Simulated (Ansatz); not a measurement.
CH$_{3}$AlClF from Hartree–Fock to CCSD(T)

```xyz
7

F     0.885   -1.364   -1.188
C     0.242   -0.902   -0.104
Al   -0.630    0.878   -0.049
Cl    1.470    0.172    0.911
H     0.055   -1.732    0.579
H    -0.352    1.840   -1.267
H    -1.670    1.106    1.118
```

Total charge 0; spin multiplicity 1. The bonds changed during the relaxation, so this is another structure than the one it started from. The structure was optimised at the PBE0-D4/def2-TZVP level. Frozen core, restricted reference, Ansatz. CBS rows extrapolate triple and quadruple zeta; past MP2 they add the triple-zeta difference.

```csv
basis,HF (Eh),MP2 corr.,CCSD corr.,(T),CCSD(T) total
def2-SVP,-840.10568,?,-0.55907,?,?
def2-TZVPP,-840.52105,?,-0.72562,-0.02776,?
def2-QZVPP,?,-0.74887,–,–,–
CBS(def2),-840.55085,-0.79422,-0.83221,as TZ,-841.41082
```

(1) Fill in the withheld values. (Estimate.)

Results:

(1) The calculation gave: def2-SVP MP2 corr.: -0.51964; def2-SVP (T): -0.01365; def2-SVP CCSD(T) total: -840.67840; def2-TZVPP MP2 corr.: -0.68764; def2-TZVPP CCSD(T) total: -841.27443; def2-QZVPP HF (Eh): -840.54724.
